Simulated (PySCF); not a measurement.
Static response to an electric field

Species: (CF3)2C(OH)2, C3H2F6O2.
Structure used (PBE0-D3(BJ)/def2-SVP), in Å, numbered top down from 1:
```xyz
13
C3H2F6O2 angstrom
O      0.3858    0.1524   -1.5285
C      0.0817    0.2560   -0.1886
O      0.1427    1.5413    0.3009
C     -1.3574   -0.2917   -0.0437
F     -1.6550   -0.4984    1.2337
F     -1.5465   -1.4122   -0.7130
F     -2.2033    0.6312   -0.5190
C      1.1040   -0.5548    0.6419
F      0.9639   -1.8554    0.4184
F      2.3318   -0.1973    0.2472
F      1.0011   -0.3327    1.9389
H      1.2897    0.4744   -1.6473
H     -0.5330    2.0612   -0.1548
```

Level: B3LYP/def2-SVPD (PySCF), static field, nuclei fixed, core orbitals frozen in the response. The polarisability tensor in these axes (au):

```
x   52.76 -0.41  0.04
y   -0.41 51.04 -0.43
z    0.04 -0.43 50.66
```

Q: Give the principal values, the mean and the anisotropy Δα = √{½[(α1 − α2)² + (α2 − α3)² + (α1 − α3)²]}.

A: Principal values 50.36, 51.24 and 52.86 au; mean 51.49 au = 7.63 Å³ = 8.49 × 10⁻⁴⁰ C²·m²/J; Δα = 2.19 au (4 % of the mean).

Q: What is the dipole moment, and where does it point?

A: (0.46, 1.68, -1.17) D, 2.10 D in size, pointing from the negative to the positive side. Measured along this direction, the outermost atoms are F9 and F5 at the negative end and H13 and H12 at the positive end.

Q: How large is μ²/3kT at 350 K beside α?

A: In Gaussian units μ²/3kT = 30.39 Å³ against 7.63 Å³, a ratio of 3.98; the Debye molar polarisation (4π/3)N_A(α + μ²/3kT) is 95.9 cm³/mol, leaving out the vibrational part.

Q: Find the Langevin capture rate constant for O2+ (31.990 u) meeting this molecule (183.996 u), k = 2.342 × 10⁻⁹ cm³/s × √(α in Å³ / reduced mass in u).

A: The reduced mass is 27.25 u, so k = 1.24 × 10⁻⁹ cm³/s. The formula leaves out the permanent dipole, which adds to the capture rate.

Q: Form Σ f/ω² (atomic units) for the 10 lowest TDDFT singlets, given as eV and f, and set it beside the mean polarisability, which is this sum over all singlets: 8.09, 0.0211; 8.62, 0.0087; 9.00, 0.0216; 9.25, 0.0071; 9.58, 0.0173; 9.69, 0.0055; 9.82, 0.0029; 9.86, 0.0245; 9.92, 0.0170; 10.43, 0.0095.

A: They add up to 1.17 au, 2.3 % of the 51.49 au; the largest single term is 0.24 au, from the state at 8.09 eV. Terms in order: 0.24, 0.09, 0.20, 0.06, 0.14, 0.04, 0.02, 0.19, 0.13, 0.06 au. Higher excitations give the rest. The strengths listed sum to 0.135.

Isolated species at its PBE0-D3(BJ)/def2-SVP geometry (one conformer only).

These values come from a run that also computed excited states. Hardware: an Intel Xeon Platinum 8375C at 2.90 GHz with 2 threads, shared host with 128 logical CPUs at a one-minute load of 143. Cost: 71 s wall, 2.5 min CPU, 1.5 GiB resident at most.
